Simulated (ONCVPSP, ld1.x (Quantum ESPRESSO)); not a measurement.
# Potentials for B compared

Generated with ld1.x 7.5 (TM, RRKJ, ultrasoft, PAW), atompaw 4.2 or ONCVPSP 4.0.1. The cutoff is in Ry: for ld1.x and atompaw files where the sum of valence levels is converged to 10 mRy in a Bessel basis, for ONCV files where the hardest occupied wave has 1 mHa per electron of residual kinetic energy. The error is the largest all-electron minus pseudo excitation energy over each file’s own four to seven test configurations (ionisations up to +4, promotions, holes and added fractions of an electron), all of which were solved. The labels leave out finer settings (local radius, basis sizes, second energies), which also bear on the numbers. Spin-polarised tests are not counted. The rows are a selection from randomly drawn settings: files with unsolved tests, undetermined cutoffs or missed reference levels are left out.

```csv
potential,cutoff (Ry),largest error (meV),bound ghosts
"ONCV, LDA (Perdew-Wang 92), scalar-relativistic, rc 1.20/2.75/2.50 (spd), local smoothed, core correction no, reference 2s1.75 2p1.25, qcut 6.6/5.8/3.9, projectors 2/2/2",26,+233,none
"TM, PBE, scalar-relativistic, rc 1.05/2.20 (sp), local s, core correction no, reference 2s2 2p1",45,+134,none
"ONCV, LDA (Perdew-Zunger), scalar-relativistic, rc 1.65/3.75/3.90 (spd), local smoothed, core correction yes, reference 2s2 2p1, qcut 4.9/4.6/2.8, projectors 2/3/2",17,+422,none
```

Q: Fill in the row for B: ONCV, LDA (Perdew-Zunger), scalar-relativistic, rc 1.50/3.25/3.30 (spd), local smoothed, core correction yes, reference 2s2 2p1, qcut 4.1/3.5/3.4, projectors 2/2/2.

A: cutoff 20 Ry, largest error +465 meV, bound ghosts: none.

Q: Fill in the row for B: ONCV, PBEsol, scalar-relativistic, rc 1.40/4.00/3.10 (spd), local smoothed, core correction yes, reference 2s2 2p1, qcut 4.2/3/3.1, projectors 2/1/3.

A: cutoff 25 Ry, largest error +686 meV, bound ghosts: none.

Q: Fill in the row for B: ONCV, PBE, scalar-relativistic, rc 1.70/2.65/2.25 (spd), local smoothed, core correction yes, reference 2s2 2p1, qcut 4.8/5.5/4, projectors 1/1/2.

A: cutoff 18 Ry, largest error +138 meV, bound ghosts: none.
